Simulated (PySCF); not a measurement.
## Diatomic anions of F with the fifth-period p block

r²SCAN with triple-zeta basis sets in PySCF, for the lowest determinant that a PBE0 search found; no spin–orbit coupling. De refers to high-spin ground-configuration atoms (the charge goes to the atom of lower measured ionisation energy or higher electron affinity, which is not always the lowest computed limit). A positive dipole points towards F; it is taken about the centre of mass and depends on that origin.

```tsv
M	basis	charged atom	state (unpaired electrons)	Re (Å)	ωe (cm⁻¹)	De (eV)	μ (D)
In	def2-TZVPPD	F−	doublet (π ↑)	2.077	421	2.46	-1.28
Sn	def2-TZVPPD	F−	triplet (π ↑↑)	2.039	455	3.02	-1.39
Sb	def2-TZVPPD	F−	doublet (π ↑)	2.016	483	1.90	-1.21
```

The shortest bond is that of SbF⁻ (2.016 Å), the longest that of InF⁻ (2.077 Å). SnF⁻ is bound most strongly (3.02 eV) and SbF⁻ least (1.90 eV).

The state changes along the series, so neighbouring rows are not always alike in their bonding.

Spin–orbit coupling is left out, which matters for elements this heavy, above all for dissociation energies. For an ion De counts to the pair picked by the measured ionisation energies or electron affinities, which need not be the lowest pair at this level. The highest Kohn–Sham level is positive in some of these anions. Much of that is self-interaction error, but it also means that the finite basis helps to hold the extra electron. States were picked by a PBE0 search and need not be the measured ground states.
